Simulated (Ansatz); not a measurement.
Ansatz (a quantum-chemistry and plane-wave program) input (CCSD(T)/STO-3G):

Ansatz 0.2 input:
```yaml
crystal:
  periodic: [false, false, false]
  atoms:
    - {symbol: Si, position_ang: [0.20996450, 0.34372831, -0.11948282]}
    - {symbol: F, position_ang: [0.69613483, -0.83674561, -1.09244979]}
    - {symbol: F, position_ang: [0.76045455, -0.03005447, 1.34126771]}
    - {symbol: C, position_ang: [-1.65956697, 0.33570225, -0.06741339]}
    - {symbol: H, position_ang: [-2.07110698, 0.53323382, -1.05733286]}
    - {symbol: H, position_ang: [-2.02659060, 1.09155362, 0.62706973]}
    - {symbol: H, position_ang: [-1.99370794, -0.64999649, 0.26814170]}
basis:
  gaussian:
    orbitals: STO-3G
magnetization: {spin_polarized: true, initial_magnetization: 1}
correlation: {method: ccsd_t, electrons: outside_noble_gas}
```

End of the output:

```
integrals: 0.01 GiB planned
347 factors; integrals over basis functions are off by at most 2.6e-5 eV
0.07 GiB of device memory are held for the factors and their scratch space
mean field: 0.08 GiB planned
mean field evaluation 1: about -14169.9165 eV, gradient 1.6e1 eV
mean field evaluation 2: about -14170.0113 eV, gradient 1.6e1 eV
mean field evaluation 4: about -14172.6606 eV, gradient 1.5e0 eV
mean field evaluation 8: about -14172.7171 eV, gradient 3.1e-4 eV
mean field evaluation 16: about -14172.5559 eV, gradient 1.5e0 eV
mean field -14172.71498458 eV, -520.8376690721 hartree, gradient 1.7e-6 eV, S^2 0.754341; 0 other end points of the search recorded, 0 dependent functions left out
8 core orbitals not correlated
reference -14172.71498458 eV, -520.8376690721 hartree; 13, 12 occupied and 6, 7 virtual orbitals, 347 factors
second order -2.97550750 eV of doubles, -0.00000000 eV of singles
coupled cluster: 0.10 GiB planned
cycle   1  -3.46407810 eV  change   -4.9e-1 eV  update   8.2e-2
cycle   2  -3.74799447 eV  change   -2.8e-1 eV  update   2.8e-2
cycle   3  -3.82516570 eV  change   -7.7e-2 eV  update   1.4e-2
cycle   4  -3.82705182 eV  change   -1.9e-3 eV  update   4.5e-3
cycle   5  -3.82681903 eV  change    2.3e-4 eV  update   1.7e-3
cycle   6  -3.82675407 eV  change    6.5e-5 eV  update   6.4e-4
cycle   7  -3.82642601 eV  change    3.3e-4 eV  update   2.0e-4
cycle   8  -3.82636472 eV  change    6.1e-5 eV  update   6.8e-5
cycle   9  -3.82639841 eV  change   -3.4e-5 eV  update   2.9e-5
cycle  10  -3.82640035 eV  change   -1.9e-6 eV  update   1.3e-5
perturbative correction -0.13436502 eV, -0.0049378235 hartree
Total energy: -14176.67574995 eV, -520.9832245147 hartree
```

It need not be the lowest isomer of its formula.
